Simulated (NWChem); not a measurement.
System meant: TaH₂O₃Cl; SMILES [O]=[Ta]([OH])([OH])[Cl]

Here is an NWChem input.

```
start job
memory heap 200 mb stack 900 mb global 1100 mb
geometry units angstroms noautoz
  Ta    -0.026499    -0.094608     0.000000
  O      1.591263    -0.665794     0.000000
  Cl     0.020545     2.232950     0.000000
  O     -0.873022    -0.779896    -1.550219
  H     -0.582909    -1.328524    -2.284778
  O     -0.873022    -0.779896     1.550219
  H     -0.582909    -1.328524     2.284778
end
basis spherical
  * library def2-svp
end
ecp
  Ta library def2-ecp
end
dft
  xc b3lyp
  iterations 4
  mulliken
end
task dft energy
```

End of the output:

```
    Atom       Charge   Shell Charges
 -----------   ------   -------------------------------------------------------
    1 Ta  13    12.99   0.00  0.03  1.09  0.78  0.35  0.14  4.94  1.26  0.50  2.40  1.10  0.40
    2 O    8     8.11   1.98  0.97  0.69  2.63  1.84  0.02
    3 Cl  17    16.92   2.00  1.96  1.03  0.74  5.82  2.29  3.07  0.01
    4 O    8     8.11   1.97  0.87  0.59  2.72  1.94  0.01
    5 H    1     0.88   0.54  0.16  0.18
    6 O    8     8.11   1.97  0.87  0.59  2.72  1.94  0.01
    7 H    1     0.88   0.54  0.16  0.18

 center of mass
 --------------
 x =   0.01079234 y =   0.01063415 z =  -0.00000000

 moments of inertia (a.u.)
 ------------------
        1043.256862305634           0.000000000000          -0.000000000000
           0.000000000000         543.829466960065           0.000000000000
          -0.000000000000           0.000000000000         962.868720761528

     Multipole analysis of the density
     ---------------------------------

     L   x y z        total         alpha         beta         nuclear
     -   - - -        -----         -----         ----         -------
     0   0 0 0      0.000000    -28.000000    -28.000000     56.000000

     1   1 0 0     -0.336463      0.966433      0.966433     -2.269330
     1   0 1 0      1.044358     11.010527     11.010527    -20.976696
     1   0 0 1     -0.000000     -0.000000     -0.000000     -0.000000

     2   2 0 0    -44.096370    -80.308818    -80.308818    116.521265
     2   1 1 0     -0.758853      1.454183      1.454183     -3.667219
     2   1 0 1     -0.000000     -0.000000     -0.000000      0.000000
     2   0 2 0    -38.588266   -197.138196   -197.138196    355.688126
     2   0 1 1     -0.000000     -0.000000     -0.000000     -0.000000
     2   0 0 2    -31.950349   -103.272135   -103.272135    174.593920

 ------------------------------------------------------------------------
 dft energy failed                                                                                  0
 ------------------------------------------------------------------------
 ------------------------------------------------------------------------
  current input line :
    23: task dft energy
 ------------------------------------------------------------------------
 ------------------------------------------------------------------------
 This type of error is most commonly associated with calculations not reaching convergence criteria
 ------------------------------------------------------------------------
 For more information see the NWChem manual at https://nwchemgit.github.io

0:dft energy failed:Received an Error in Communication
```

Task: Can this run be used? If not, why, and what is the fix?

Result: Convergence was not reached. Cause: the SCF was allowed too few iterations. This input runs:
```
start job
memory heap 200 mb stack 900 mb global 1100 mb
geometry units angstroms noautoz
  Ta    -0.026499    -0.094608     0.000000
  O      1.591263    -0.665794     0.000000
  Cl     0.020545     2.232950     0.000000
  O     -0.873022    -0.779896    -1.550219
  H     -0.582909    -1.328524    -2.284778
  O     -0.873022    -0.779896     1.550219
  H     -0.582909    -1.328524     2.284778
end
basis spherical
  Ta library def2-svp
  O library def2-svp
  Cl library def2-svp
  H library def2-svp
end
ecp
  Ta library def2-ecp
end
dft
  xc b3lyp
  iterations 150
  mulliken
end
task dft energy
```
It converges to -744.06275 Ha (B3LYP/def2-SVP with def2 effective core potentials on Ta).
